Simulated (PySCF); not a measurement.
**Two-component Hartree-Fock for Ne⁺ (neon, charge +1)**

Start: [He] 2s2 2p5; 2p1/2 filled at m_j = -1/2, +1/2; 2p3/2 filled at m_j = -1/2, +1/2, +3/2. Calculated with PySCF 2.14 in x2c-TZVPPall-2c: generalised Hartree-Fock with the X2C-1e Hamiltonian and a Gaussian nucleus; one run each with spin-orbit coupling (SO) switched off, then screened by Boettger's factors.

```csv
spinor shell,electrons,"ε, spin-free (eV)","ε, screened SO (eV)",weight of nominal j (screened SO),"rms radius, screened SO (bohr)"
1s1/2,2,-915.70,-915.68,1.000,0.183
2s1/2,2,-71.443,-71.438,1.000,0.943
2p1/2,2,-43.746,-43.736,0.658,0.993
2p3/2,3,-43.746,-43.757,0.772,0.993
```

```csv
quantity,spin-free,screened SO
E (hartree),-127.95270,-127.95400
M_J,3/2,3/2
⟨J²⟩,3.754,3.754
⟨L²⟩,2.002,2.002
⟨S²⟩,0.752,0.752
```

Each row is a mean over spinors that exchange with the open shell spreads, by up to 6.169 eV (2s1/2).

Rows whose weight is well below 1 are mixtures of j = l ± 1/2: exchange outweighs spin-orbit coupling there, and the label is only the starting occupation.

Without spin-orbit coupling the j labels of p, d and f shells carry no meaning; the spin-free column gives the mean over the occupied spinors of each nl shell.
